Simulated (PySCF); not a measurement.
## Be(OH)2: fields on a plane

Method: PySCF, TPSS, basis Be def2-TZVP, O def2-TZVP, H def2-TZVP (no relativity, density fitting).

The singlet minimum has Be–O 1.439 Å (×2), O–H 0.961 Å (×2); Be–O–H 126.3° (×2), O–Be–O 175.2°.

The plane holds Be1 at (0.00, 0.00), O2 at (1.44, 0.00), O3 at (-1.43, -0.08), H4 at (2.01, 0.77) Å. Columns run from x = -3.45 to 4.35 Å, rows from y = 3.15 (top) to -1.95 Å, in steps of 0.3 Å. Other isomers or separated fragments may lie lower.

Give the electron localisation function (set to 0 where the density is under 0.005 e/Å³). Every second row and column.


```
0.00 0.00 0.00 0.00 0.00 0.00 0.00 0.00 0.00 0.00 0.00 0.00 0.00 0.00
0.00 0.00 0.00 0.00 0.00 0.00 0.00 0.00 0.00 0.00 0.00 0.00 0.00 0.00
0.00 0.00 0.00 0.00 0.11 0.00 0.00 0.04 0.06 0.34 0.00 0.00 0.00 0.00
0.00 0.00 0.17 0.40 0.50 0.20 0.12 0.27 0.41 0.85 0.73 0.25 0.00 0.00
0.00 0.07 0.44 0.76 0.80 0.41 0.08 0.70 0.72 1.00 0.88 0.17 0.00 0.00
0.00 0.17 0.69 0.52 0.84 0.06 1.00 0.86 0.20 0.80 0.47 0.04 0.00 0.00
0.00 0.16 0.66 0.76 0.87 0.23 0.05 0.75 0.81 0.89 0.52 0.06 0.00 0.00
0.00 0.05 0.33 0.64 0.73 0.57 0.05 0.29 0.61 0.68 0.42 0.00 0.00 0.00
0.00 0.00 0.08 0.25 0.39 0.27 0.02 0.03 0.11 0.17 0.00 0.00 0.00 0.00
```

Give the highest occupied orbital (Å^-3/2) at -7.31 eV (cut at ±0.3; overall sign arbitrary). Lower edges of the bins (Å^-3/2): '0' -0.300, '1' -0.240, '2' -0.180, '3' -0.120, '4' -0.060, '5' 0.000, '6' 0.060, '7' 0.120, '8' 0.180, '9' 0.240; top 0.30.


```
555555555555555555444444444
555555555555555544444444444
555555555555554444444444444
555555555555554444444444444
555555555555554444444444444
555555555555544444444444444
555556666665544444444444444
555566777765544333344444444
555567999876543323344444444
555568999976543102455555544
555557999876432005765555554
444432025555333489965555555
444320000244344699865555555
444320000233445677765555555
444332101234445566655555555
444433223334445555555555555
444444333444445555555555555
444444444444444555555555555
```
